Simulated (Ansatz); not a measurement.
Calibrating wB97X-V/def2-TZVPP on Ga-containing molecules

The vertical ionisation energy (cation less neutral) in eV of 6 Ga-containing molecules: x at wB97X-V/def2-TZVPP, y at CCSD(T)/def2-TZVPP. Shapes, held fixed at every level: PBE0-D4/def2-TZVP. Programs: Ansatz 0.2.0.

```
              molecule  x (eV)  y (eV)
GaBr (SMILES [Ga][Br])    9.60    9.53
GaCl (SMILES [Cl][Ga])    9.89    9.79
             PH3(GaH3)   10.34   10.35
             GaH3(OH2)   10.44   10.45
             GaH3(SH2)   10.45       ?
  GaF (SMILES [F][Ga])   10.46   10.38
```

Q: Fit y = c + s·x to the known rows and predict y for GaH3(SH2).

A: 
1. Means of the 5 rows: x = 10.1460, y = 10.100.
2. Σ(Δx)² = 0.58632, Σ(Δx·Δy) = 0.6299, so the slope is 0.6299/0.58632 = 1.0743.
3. Intercept: 10.100 − (1.0743) × 10.1460 = -0.800. The largest residual of the fit is 0.057.
4. GaH3(SH2): -0.800 + 1.0743 × 10.45 = 10.43 eV.

CCSD(T)/def2-TZVPP gives 10.44 eV, so the prediction is off by -0.01 eV, within the largest residual. Uncorrected, wB97X-V/def2-TZVPP misses GaH3(SH2) by +0.01 eV, and the other rows by 0.05 on average. The line makes this one worse. Left out in turn, the other rows are missed by 0.06 eV on average, worse than no correction. Cations run unrestricted. Relativity is left out for Br, Ga. Outer-core shells of Br, Ga are correlated, in sets that cover them unevenly.
